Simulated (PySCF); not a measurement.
Geometry:
| atom | x (Å) | y (Å) | z (Å) |
| --- | --- | --- | --- |
| C1 | -2.549 | -0.408 | 0.880 |
| C2 | -2.245 | 0.643 | -0.159 |
| F3 | -3.422 | 0.986 | -0.804 |
| C4 | -1.246 | 0.204 | -1.224 |
| C5 | 0.128 | -0.054 | -0.671 |
| C6 | 0.582 | -1.358 | -0.442 |
| C7 | 1.840 | -1.591 | 0.110 |
| C8 | 2.666 | -0.521 | 0.446 |
| C9 | 2.227 | 0.784 | 0.222 |
| C10 | 0.970 | 1.012 | -0.332 |
| H11 | -3.294 | -0.031 | 1.596 |
| H12 | -2.954 | -1.312 | 0.401 |
| H13 | -1.639 | -0.681 | 1.433 |
| H14 | -1.868 | 1.559 | 0.333 |
| H15 | -1.210 | 0.999 | -1.986 |
| H16 | -1.642 | -0.699 | -1.716 |
| H17 | -0.061 | -2.203 | -0.706 |
| H18 | 2.178 | -2.617 | 0.276 |
| H19 | 3.654 | -0.702 | 0.878 |
| H20 | 2.871 | 1.629 | 0.477 |
| H21 | 0.637 | 2.038 | -0.513 |

Geometry: PBE0-D3(BJ)/def2-SVP; GIAO absolute shieldings from PySCF 2.14.0 with density-fitted response routines, gas phase, non-relativistic, averaged over equivalent atoms.

At PBE0/pcSseg-1 (225 basis functions, 66 s wall time on 1 thread of an x86-64 server CPU, shared host):
```tsv
atoms	σ (ppm)
C5	41.6
C6/C10	49.1
C7/C9	50.0
C8	52.0
C2	92.1
C4	137.7
C1	163.8
F3	365.3
H18/H20	23.81
H19	23.89
H17/H21	23.96
H14	26.84
H15	28.00
H16	28.87
H11/H12/H13	30.19
```

Q: What do these become at wB97X-D/pcSseg-1?

A: 
```csv
atoms,σ at wB97X-D/pcSseg-1,change
C5,40.2,-1.4
C6/C10,48.2,-0.9
C7/C9,49.0,-1.0
C8,51.0,-1.0
C2,92.4,+0.3
C4,138.5,+0.8
C1,163.6,-0.2
F3,371.1,+5.8
H18/H20,23.92,+0.11
H19,24.00,+0.11
H17/H21,24.06,+0.10
H14,27.00,+0.16
H15,28.16,+0.16
H16,28.97,+0.10
H11/H12/H13,30.29,+0.10
```

The largest change is at F3 (fluorine on an sp3 carbon). Cost: 225 basis functions, 66 s wall time on 1 thread of an x86-64 server CPU, shared host. The order of the carbon signals is the same at both levels.
